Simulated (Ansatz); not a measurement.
Basis-set extrapolation for `CC/C(=C/C(C)=O)NC` (PBE0-D4/def2-TZVP geometry, frozen core, Ansatz 0.2.0). Multiplicity 1, RHF reference.

```tsv
	def2-TZVPP	def2-QZVPP
HF	-402.105955	-402.124232
MP2 correlation	-1.620239	-1.727630
CCSD(T) correlation	-1.754766	not run
```

Energies in hartree. Use E(X) = E(∞) + A·exp(−7.88·√X) for Hartree–Fock and E(X) = E(∞) + B·X^(−2.97) for correlation, with X = 3 and 4, and add CCSD(T) minus MP2 of the smaller set to the MP2 limit.

What is the CCSD(T) energy at the basis-set limit?

HF limit: -402.124232 + (-0.018277) × 0.13774 = -402.12675. MP2 limit: -1.727630 + (-0.107391) × 0.74074 = -1.80718. Higher-order term: -1.754766 − (-1.620239) = -0.13453. Total: -404.06846 hartree, 5.65 eV below CCSD(T)/def2-TZVPP.
